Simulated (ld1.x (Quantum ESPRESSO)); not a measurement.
# Ranking PAW potentials for F

All share these settings but for the change named:

F (Z = 9), PAW, made with ld1.x (Quantum ESPRESSO) 7.5 (PBE, scalar-relativistic). Core [He], reference 2s2 2p3 (charge +2). Waves: 2s (bound): rcut 0.55, rcutus 0.75 bohr; 2s channel at -4.7 Ry: rcut 0.55, rcutus 0.75 bohr; 2p (bound): rcut 1.10, rcutus 1.20 bohr; 2p channel at -3.15 Ry: rcut 1.10, rcutus 1.20 bohr. Local part: all-electron potential smoothed inside 1.10 bohr (lloc = -2). Core correction: a·sin(br)/r model core, default radius (core density twice the valence density). Augmentation charge: PSQ, inside the norm-conserving radii.

Test errors are all-electron minus pseudo excitation energies from the reference, over 2s2 2p5; 2s2 2p4; 2s2 2p2; 2s2 2p5.3; 2s2 2p1; 2s1 2p5; 2s1 2p6. None of these files shows a bound ghost.

The base gives 57.8 meV.

Of 8 variants that were run, those that failed, showed a ghost or another fault, or gave nearly equal values are left out.

A variant can come out equal or close to the base, since the largest error may sit in a test that the change hardly touches while other tests move.

(1) Rank these variants by their largest absolute test error, smallest first.
A. local potential all-electron potential smoothed inside 1.22 bohr (lloc = -2)
B. local potential all-electron potential smoothed inside 0.74 bohr (lloc = -2)
C. local potential all-electron potential smoothed inside 0.60 bohr (lloc = -2)

## Answers

(1) B (8.7 meV), C (10.4 meV), A (55.7 meV).
